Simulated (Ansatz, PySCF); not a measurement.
## From computed data to an observable: transport gap, exciton binding and injection barriers

C8H5N5, SMILES C1=C2C=CN=C3N=CN=C(N32)N=C1.

Coordinates come from a PBE-D3(BJ)/def2-SVP optimisation.

Gas-phase, vertical values: ionisation energy 7.92 eV and electron affinity 1.24 eV from ΔSCF with PBE/def2-SVPD (Ansatz, an electronic-structure program); S1 2.11 eV and T1 1.87 eV from TDA-PBE/def2-SVP (PySCF). Assume, for the exercise, a film of permittivity 3.0, a cavity radius of 6.0 Å and electrodes of work function 4.7 eV (anode) and 2.9 eV (cathode), with aligned vacuum levels.

### Question
Work out the fundamental gap and exciton binding energy in the gas phase, the levels in the film by Born's model, the injection barriers and the thermal weight of S1 against T1 at 298 K.

### Answer

Fundamental gap IE − EA = 6.68 eV; exciton binding = gap − S1 = 4.57 eV.
Born polarisation P = (14.3996 eV Å / 2r)(1 − 1/ε) = 0.80 eV. Film: IE = 7.12 eV, EA = 2.04 eV, transport gap 5.08 eV; with S1 unchanged the binding falls to 2.97 eV.
Hole barrier IE − Φ(anode) = 2.42 eV; electron barrier Φ(cathode) − EA = 0.86 eV (a negative value means no barrier, and the level would pin).
ΔE(ST) = S1 − T1 = 0.24 eV, and the triplet has three sublevels, so the ratio S1/T1 is (1/3) exp(−ΔE/kT) = 2.9e-5 with kT = 0.02569 eV: small enough a gap for thermal return to the singlet. All inputs carry the errors of their functional, and relaxed states would shift them.
